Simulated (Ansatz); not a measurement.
`C[SiH2][SiH](F)Cl` + `OC#C[SiH3]` → `COC#C[SiH3]` + `F[SiH]([SiH3])Cl`  (substitution at a C–Si bond)

Calculated with Ansatz (gas phase, PBE0-D4/def2-TZVP geometries, no zero-point term in ΔE). CCSD(T)/CBS adds triple-zeta CCSD(T) − MP2 to the extrapolated MP2 energy (def2 sets, frozen cores). DFT in def2-TZVPP. B3LYP here is the variant with VWN-RPA as its local correlation; programs differ in this. Each species was taken in one conformer, which may not be the lowest.

`C[SiH2][SiH](F)Cl`:

```xyz
11

C    -1.692    0.236    0.195
Si   -0.038    0.799   -0.477
Si    1.617   -0.773    0.036
F     1.285   -2.171   -0.668
Cl    1.598   -1.093    2.067
H    -1.634    0.087    1.275
H    -1.993   -0.707   -0.264
H    -2.464    0.981   -0.010
H     0.390    2.088    0.134
H    -0.080    0.978   -1.955
H     3.010   -0.425   -0.334
```

`OC#C[SiH3]`:

```xyz
8

O    -0.341    2.755   -0.063
C    -0.185    1.470   -0.028
C    -0.067    0.271    0.071
Si    0.117   -1.523    0.207
H    -0.040    3.111   -0.908
H    -1.210   -2.170    0.360
H     0.769   -2.046   -1.021
H     0.957   -1.869    1.382
```

`COC#C[SiH3]`:

```xyz
11

C     0.386    0.127    2.483
O    -0.779    0.293    1.660
C    -0.580    0.150    0.399
C    -0.421    0.020   -0.795
Si   -0.198   -0.173   -2.577
H     0.790   -0.878    2.354
H     0.052    0.274    3.507
H     1.138    0.872    2.216
H     1.223   -0.495   -2.866
H    -1.052   -1.273   -3.093
H    -0.558    1.081   -3.287
```

`F[SiH]([SiH3])Cl`:

Z-matrix (Å, degrees):
```
Si
Si 1 2.339
Cl 1 2.049 2 109.0
F 1 1.597 2 109.8 3 118.0
H 1 1.481 2 115.4 3 -120.7
H 2 1.486 1 108.3 3 61.6
H 2 1.485 1 109.2 3 -58.0
H 2 1.487 1 110.0 3 -178.7
```

Problem. Is it downhill or uphill in electronic energy at CCSD(T)/CBS, and by how much? (An estimate is asked.)

Solution. The calculation gave: Uphill: ΔE = +19.6 kcal/mol.

Problem. What do these levels give: r2SCAN-D4, B3LYP-D4, SCS-MP2/def2-TZVPP, CCSD(T)/def2-TZVPP, MP2/def2-QZVPP, MP2/CBS(def2)? (Estimate.)

Solution. The calculation gave: r2SCAN-D4 19.5, B3LYP-D4 18.0, SCS-MP2/def2-TZVPP 18.3, CCSD(T)/def2-TZVPP 18.7, MP2/def2-QZVPP 20.5, MP2/CBS(def2) 20.9 kcal/mol.

Largest T1 diagnostic among the species: 0.013.

In def2-TZVPP, CCSD(T) changes the Hartree–Fock value by +3.2 kcal/mol (the triples alone add +0.1 kcal/mol) and MP2 by +4.5 kcal/mol. The D4 term adds +0.8 kcal/mol with B3LYP and +0.5 kcal/mol with PBE0; it sums over pairs of atoms, weighted by their polarisabilities, and B3LYP, whose exchange is more repulsive, gets the larger term.
